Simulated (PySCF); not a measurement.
**Two-photon absorption: SMILES C=Cc1ccc(C(=O)O)cc1, C₉H₈O₂**

Geometry:
| atom | x (Å) | y (Å) | z (Å) |
| --- | --- | --- | --- |
| C1 | -3.624 | -0.300 | 0.167 |
| C2 | -2.623 | 0.583 | 0.063 |
| C3 | -1.186 | 0.288 | 0.042 |
| C4 | -0.673 | -1.020 | 0.115 |
| C5 | 0.693 | -1.248 | 0.093 |
| C6 | 1.590 | -0.176 | -0.001 |
| C7 | 3.041 | -0.478 | -0.020 |
| O8 | 3.511 | -1.588 | 0.034 |
| O9 | 3.806 | 0.620 | -0.105 |
| C10 | 1.096 | 1.130 | -0.075 |
| C11 | -0.276 | 1.352 | -0.053 |
| H12 | -4.664 | 0.033 | 0.173 |
| H13 | -3.453 | -1.376 | 0.251 |
| H14 | -2.875 | 1.647 | -0.015 |
| H15 | -1.355 | -1.870 | 0.187 |
| H16 | 1.099 | -2.260 | 0.148 |
| H17 | 4.724 | 0.309 | -0.111 |
| H18 | 1.793 | 1.966 | -0.148 |
| H19 | -0.658 | 2.374 | -0.111 |

Level of theory: PySCF, TDDFT CAM-B3LYP/aug-cc-pVDZ excited states, vertical, gas phase. Geometry: PBE0-D3(BJ)/def2-SVP.

Singlets 6 and 7 lie within 0.01 eV of each other, so their separate moments and overlaps can depend on how they mix.

**Question.** How strongly do the lowest singlets absorb one photon, and two photons of half the energy?

**Answer.** δ for parallel linear polarisation; σ at the peak of a Lorentzian of half width 0.1 eV, single beam; Ω is circular over linear.
| state | E (eV) | f | photon λ (nm) | δ (au) | σ (GM) | Ω | main |
| --- | --- | --- | --- | --- | --- | --- | --- |
| S1 | 4.69 | 0.554 | 529 | 182 | 1.46 | 0.92 | HOMO→LUMO 0.91 |
| S2 | 4.82 | 0.033 | 514 | 60.7 | 0.52 | 0.50 | HOMO−1→LUMO 0.68, HOMO→LUMO+3 0.24 |
| S3 | 5.16 | 0.000 | 481 | 0.13 | 0.00 | 1.45 | HOMO−2→LUMO 0.74, HOMO−2→LUMO+7 0.16 |
| S4 | 5.94 | 0.108 | 418 | 498 | 6.43 | 0.67 | HOMO→LUMO+3 0.68, HOMO−1→LUMO 0.24 |
| S5 | 6.12 | 0.008 | 405 | 139 | 1.91 | 1.50 | HOMO→LUMO+1 0.71, HOMO→LUMO+2 0.19 |
| S6 | 6.51 | 0.063 | 381 | 23.3 | 0.36 | 1.49 | HOMO→LUMO+4 0.69, HOMO−1→LUMO+3 0.09 |

Among these, the strongest one-photon state is S1, the strongest two-photon state S4, with a dipole change of 2.2 D (relaxed, norm of the difference vector).
